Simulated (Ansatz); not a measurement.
`C=[CH][Ga]([Cl])[Cl]` + H₂Se → `[Cl][Ga]([Cl])[SeH]` + `C=C` at 600 K and 1 bar (ligand exchange at a Ga–C bond).

Computed with Ansatz on PBE0-D4/def2-TZVP structures; ΔE is electronic, products minus reactants. CBS: MP2 limit from def2 TZ/QZ plus the TZ coupled-cluster correction, frozen cores. This one scheme is used for every species. For Ga, Se outer-core shells are correlated without core-valence functions, which leaves a few kJ/mol of doubt a bond. Scalar relativity is left out up to krypton. One conformer a species, not always the lowest.

```tsv
species	CCSD(T)/CBS energy (Eh)	H − E (kJ/mol)	S (J/(mol·K))
`C=[CH][Ga]([Cl])[Cl]`	-2921.50169	174.0	448.3
H₂Se	-2401.89790	57.0	244.8
`[Cl][Ga]([Cl])[SeH]`	-5244.95427	76.8	428.6
`C=C`	-78.48111	161.6	257.2
```

H − E and S are ideal-gas, rigid-rotor, harmonic terms from PBE0-D4/def2-TZVP, for one conformer and one mirror image of each species. 1 Eh = 2625.50 kJ/mol, R = 8.31446 J/(mol·K).

Q: By hand: ΔE, ΔH, ΔS and ΔG.

A: ΔE = (-5244.95427) + (-78.48111) − (-2921.50169) − (-2401.89790) = -0.03579 Eh = -94.0 kJ/mol. Δ(H − E) = 76.8 + 161.6 − 174.0 − 57.0 = 7.4, so ΔH = -86.6 kJ/mol. ΔS = 428.6 + 257.2 − 448.3 − 244.8 = -7.3 J/(mol·K). ΔG = -86.6 − 600 × (-7.3)/1000 = -82.2 kJ/mol.

Q: By hand: the equilibrium constant, and the temperature at which ΔG would vanish if ΔH and ΔS stayed fixed.

A: log₁₀ K = −ΔG/(RT ln 10) = 7.2. ΔG = 0 at ΔH/ΔS = 11863 K, far beyond where these terms or the molecules hold.

The number of gas molecules stays the same, so ΔS is small and ΔH decides. A doubt of 5 kJ/mol in ΔE shifts log₁₀ K by 0.4 here. Other conformers and mirror images would add mixing entropy, several J/(mol·K) or more a flexible species. These are equilibria of isolated gas molecules and say nothing of rates. Largest T1 diagnostic: 0.012 (customary marks: 0.02 for closed shells, 0.045 for open ones).
